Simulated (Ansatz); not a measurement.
# CH4OSeSi: structure from calculated spectroscopic constants

These gas-phase data were calculated for one isomer of CH4OSeSi at PBE0-D3(BJ)/def2-SVP (harmonic, unscaled wavenumbers; equilibrium rotational constants with average atomic masses):

- rotational constants: 6.317, 2.031, 1.552 GHz
- all wavenumbers above 1500 cm⁻¹: 3194, 3168, 3063, 2464

Candidates:

(1) `C[Si](O)=[Se]`, a singlet
(2) `C[Si](=O)[SeH]`, a singlet

Problem. Which structure fits?

Solution. Candidate (2). No mode falls between 3300 and 4000 cm⁻¹, where the O–H stretch of (1) would stand.

The same quantities for all candidates:

```
     rotational constants (GHz)  wavenumbers above 1500 cm⁻¹  E above the lowest, PBE0-D3(BJ)/def2-SVP (kcal/mol)
(1)         7.318, 1.939, 1.548       3889, 3204, 3167, 3066                                                  0.0
(2)         6.317, 2.031, 1.552       3194, 3168, 3063, 2464                                                 24.9
```

Harmonic stretches to hydrogen usually lie a few per cent above observed fundamentals. Each candidate is one conformer. Programs: Ansatz 0.2.0.
